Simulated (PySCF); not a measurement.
**Worked example: dipole moment from atomic charges**

CH4OSSn, SMILES C[O][Sn][SH] (connectivity only; charge and spin as stated), neutral, multiplicity 1. Atoms are numbered in the order given.

```xyz
8

Sn     0.3521    -0.0236     0.6912
O     -1.2691    -1.0854     0.1761
C     -1.9441    -1.0812    -1.0547
H     -2.3528    -0.0835    -1.3089
H     -1.2915    -1.3863    -1.8963
H     -2.7902    -1.7900    -1.0110
S      0.5619     1.1127    -1.5187
H      1.6570     1.8072    -1.1265
```
Charge 0, spin multiplicity 1.

Geometry optimised at B3LYP-D3(BJ)/def2-SVP. The structure was generated by enumeration; whether it is a known compound was not checked. The def2 effective core potentials stand for the cores of Sn; spin–orbit coupling is left out. Other conformers were not sampled.

Charges (e) from CAM-B3LYP/def2-TZVP in PySCF:

```csv
atom,ESP fit,Mulliken
Sn1,0.368,0.690
O2,-0.311,-0.550
C3,-0.130,-0.183
H4,0.112,0.115
H5,0.112,0.115
H6,0.061,0.118
S7,-0.392,-0.442
H8,0.181,0.137
```

The dipole moment of the full density is 1.99 D.

Task: What dipole moment does each set of point charges give, and which comes closer to that of the density?

Result: 
μ = Σ q r, and 1 e Å = 4.8032 D.
ESP fit: Σ q r = (0.278, 0.087, 0.307) e Å, |μ| = 2.03 D.
Mulliken: Σ q r = (0.527, 0.154, 0.602) e Å, |μ| = 3.91 D.
ESP fit comes closer in size. Point charges leave out the atoms' own dipoles (lone pairs, polarised bonds); fits to the potential absorb them, partitions of the density don't.
